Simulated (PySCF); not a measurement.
Molecule: `OCC1CCCC1`, C$_{6}$H$_{12}$O.

Molfile (atoms numbered from 1):
```
C6H12O
     RDKit          3D

 19 19  0  0  0  0  0  0  0  0999 V2000
    2.5083   -1.0945   -0.2825 O   0  0  0  0  0  0  0  0  0  0  0  0
    1.7566    0.0714   -0.4860 C   0  0  0  0  0  0  0  0  0  0  0  0
    0.4555    0.0921    0.2969 C   0  0  0  0  0  0  0  0  0  0  0  0
   -0.4639   -1.1020    0.0212 C   0  0  0  0  0  0  0  0  0  0  0  0
   -1.8366   -0.5981    0.4500 C   0  0  0  0  0  0  0  0  0  0  0  0
   -1.8675    0.8295   -0.1000 C   0  0  0  0  0  0  0  0  0  0  0  0
   -0.4159    1.3388    0.0190 C   0  0  0  0  0  0  0  0  0  0  0  0
    2.7037   -1.1583    0.6582 H   0  0  0  0  0  0  0  0  0  0  0  0
    1.5278    0.1077   -1.5649 H   0  0  0  0  0  0  0  0  0  0  0  0
    2.3440    0.9852   -0.2580 H   0  0  0  0  0  0  0  0  0  0  0  0
    0.7114    0.0793    1.3743 H   0  0  0  0  0  0  0  0  0  0  0  0
   -0.4653   -1.3215   -1.0617 H   0  0  0  0  0  0  0  0  0  0  0  0
   -0.1399   -2.0205    0.5311 H   0  0  0  0  0  0  0  0  0  0  0  0
   -2.6685   -1.2209    0.0870 H   0  0  0  0  0  0  0  0  0  0  0  0
   -1.8996   -0.5837    1.5520 H   0  0  0  0  0  0  0  0  0  0  0  0
   -2.5904    1.4759    0.4197 H   0  0  0  0  0  0  0  0  0  0  0  0
   -2.1718    0.8049   -1.1588 H   0  0  0  0  0  0  0  0  0  0  0  0
   -0.3086    2.0810    0.8241 H   0  0  0  0  0  0  0  0  0  0  0  0
   -0.0957    1.8433   -0.9076 H   0  0  0  0  0  0  0  0  0  0  0  0
  1  2  1  0
  2  3  1  0
  3  4  1  0
  4  5  1  0
  5  6  1  0
  6  7  1  0
  7  3  1  0
  1  8  1  0
  2  9  1  0
  2 10  1  0
  3 11  1  0
  4 12  1  0
  4 13  1  0
  5 14  1  0
  5 15  1  0
  6 16  1  0
  6 17  1  0
  7 18  1  0
  7 19  1  0
M  END
```

Geometry PBE0-D3(BJ)/def2-SVP throughout; GIAO in PySCF 2.14, gas phase, one conformer, non-relativistic; equivalent atoms averaged; functional PBE0.

For orientation, def2-TZVP gives these shifts δ (against H2O, TMS at the same level): O1 44.9, C3 49.1, C4/C7 32.0, C5/C6 29.3, H9/H10 3.43, H13/H18 1.86, H14/H17 1.61, H12/H19 1.04, H11 1.79 ppm.

A run gave: O1 40.0, C3 46.5, C4/C7 32.8, C5/C6 28.8, H9/H10 3.76, H13/H18 1.71, H14/H17 1.52, H12/H19 1.00, H11 1.44 ppm (shifts δ (against H2O, TMS at the same level)).

Which basis set was used in that run?
A. def2-SVP
B. 6-311+G(2d,p)
C. 6-31G*
D. pcSseg-0

Results:

D. H9/H10 tells them apart best: pcSseg-0 gives 3.76, def2-SVP gives 3.28, 6-31G* gives 3.53, 6-311+G(2d,p) gives 3.43 ppm.
